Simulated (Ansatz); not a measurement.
CH6FGeNSi can be A, `N=C[SiH2][GeH2][F]`, or B, `F[SiH]1C[NH][GeH2]1`.

Gas-phase electronic energies from Ansatz, PBE0-D4/def2-TZVP geometries. CBS: MP2 limit from def2 TZ/QZ plus the TZ coupled-cluster correction, frozen cores. DFT in def2-TZVPP. B3LYP here is the variant with VWN-RPA as its local correlation; programs differ in this. For Ge outer-core shells are correlated without core-valence functions, which leaves a few kJ/mol of doubt a bond. Scalar relativity is left out up to krypton. One conformer a species, not always the lowest.

A:

```xyz
11

N     0.002   -1.834   -1.293
C     0.399   -1.728   -0.095
Si    0.668   -0.123    0.886
Ge   -0.746    1.569   -0.034
F    -0.658    1.294   -1.771
H    -0.194   -0.927   -1.722
H     0.625   -2.669    0.424
H     0.338   -0.325    2.324
H     2.089    0.303    0.788
H    -0.288    3.022    0.175
H    -2.236    1.418    0.317
```

B:

```xyz
11

F    -0.8573   -1.8381   -1.7740
Si   -0.0015   -0.6045   -1.2145
C    -0.9624    0.7150   -0.2556
N     0.0931    0.9415    0.7384
Ge    1.0646   -0.6434    0.8981
H     0.7855   -0.0782   -2.3581
H    -1.1986    1.6216   -0.8238
H    -1.9043    0.3152    0.1476
H    -0.1379    1.5621    1.5003
H     2.5597   -0.3755    1.1494
H     0.5589   -1.6157    1.9924
```

(1) Which is lower in electronic energy at CCSD(T)/CBS, and by how much? (Estimate.)

(2) Give E(B) − E(A) in kJ/mol with B3LYP, PBE-D4, ωB97M-V, B3LYP-D4, PBE0-D4, MP2/def2-TZVPP, HF/def2-TZVPP. (An estimate is asked.)

Largest T1 diagnostic: 0.013.

Results:

(1) Ansatz gave: B, by 114.6 kJ/mol.

(2) The calculation gave: B3LYP -93.8, PBE-D4 -104.2, ωB97M-V -113.3, B3LYP-D4 -96.1, PBE0-D4 -118.4, MP2/def2-TZVPP -123.9, HF/def2-TZVPP -89.5. None reverses the order clearly.

In def2-TZVPP, CCSD(T) changes the Hartree–Fock value by −15.9 kJ/mol (the triples alone add +1.7 kJ/mol) and MP2 by −34.4 kJ/mol. From PBE to PBE0 (25 % exact exchange), in def2-TZVPP and without D4, E(B) − E(A) moves by −14.6 kJ/mol.
